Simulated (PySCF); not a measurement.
²⁹Si chemical shifts

Calculated, not measured (PySCF): PBE0/pcSseg-1 with gauge-including orbitals, coordinates at the GFN2-xTB level. A single conformation, averaged over atoms made equivalent by symmetry, fast rotation or ring inversion, relativity neglected, isolated molecule.

Shieldings were converted by a linear fit to measured shifts: ²⁹Si (scatter 8.9 ppm rms, 25.8 ppm with the 6 outliers that the fit left out vs TMS, solution or neat liquid). A few per cent of atoms miss by over 2 rms, more outside the fitted compound classes.

**Question.** Give the ²⁹Si shifts of `CO[Si@@H](O)n1ccc(C)c1`, `[SiH3][SiH]([SiH3])CCl`, `C=C[Si@@H](N=C)C(F)(F)F`, `C#CCN[SiH2]C(F)(F)F`.

**Answer.** 
```tsv
compound	environment	δ (ppm)
CO[Si@@H](O)n1ccc(C)c1	silicon bonded to N, 2 O, H	-52.0
[SiH3:1][SiH:2]([SiH3:3])[CH2:4][Cl:5]	Si2: silicon bonded to C, 2 Si, H	-64.9
[SiH3:1][SiH:2]([SiH3:3])[CH2:4][Cl:5]	Si1/3: silicon bonded to Si, 3 H (×2)	-102.5
C=C[Si@@H](N=C)C(F)(F)F	silicon bonded to 2 C, N, H	-41.6
C#CCN[SiH2]C(F)(F)F	silicon bonded to C, N, 2 H	-40.1
```
